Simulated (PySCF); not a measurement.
**Computed properties of ammonium (H4N), SMILES [NH4+], charge +1**

ammonium (H₄N), SMILES [NH4+], charge +1. Geometry: r2SCAN-D4/def2-TZVPD. One conformer was computed; it need not be the lowest. All values are computed for the isolated molecule unless a solvent is named; none is compared with measurement here.

**Structure.** The optimised structure has Td symmetry. All 9 harmonic modes at r2SCAN-D4/def2-TZVPD (PySCF) are real, so it is a minimum.

**Vibrations.** The strongest infrared lines (harmonic, unscaled, degenerate partners summed) lie at 3484 cm⁻¹ (516 km/mol, H 92 %, N 8 %), 1473 cm⁻¹ (434 km/mol, H 86 %, N 14 %). The softest mode is at 1473 cm⁻¹ and the zero-point energy is 31.0 kcal/mol.

**Electronic structure.** ωB97X/def2-TZVPD (PySCF) places the frontier levels at -25.40 and -3.89 eV, a gap of 21.51 eV and a mean polarisability of 9.0 bohr³. PBE/def2-TZVPD (PySCF) at the same geometry gives -21.02 and -6.86 eV, so its gap is 7.35 eV narrower. An orbital gap is neither the optical nor the fundamental gap.

**Excitations.** TDA-M06-2X/def2-TZVPD (PySCF) has S1 at 15.02 eV (83 nm, f = 0.513, bright); the most intense of the 10 singlets computed lies at 15.02 eV (f = 0.51). Strengths of degenerate partners are summed. T1 (TDA) is at 14.26 eV, 0.76 eV under S1. TDA-PBE/def2-TZVPD (PySCF) puts S1 at 14.49 eV. No vertical singlet excitation falls in the visible range (under 3.1 eV).

**NMR.** GIAO shifts at PBE0/pcSseg-2 (PySCF) (non-relativistic, atoms alike by connectivity averaged): ¹H at 5.0 ppm against TMS.

**Solvation.** SMD-ωB97X/def2-SVP (PySCF) gives -81.7 kcal/mol in water, -82.0 kcal/mol in N,N-dimethylformamide, -39.3 kcal/mol in n-hexane (1 M in both phases, gas-phase geometry); of these solvents N,N-dimethylformamide holds the molecule best.
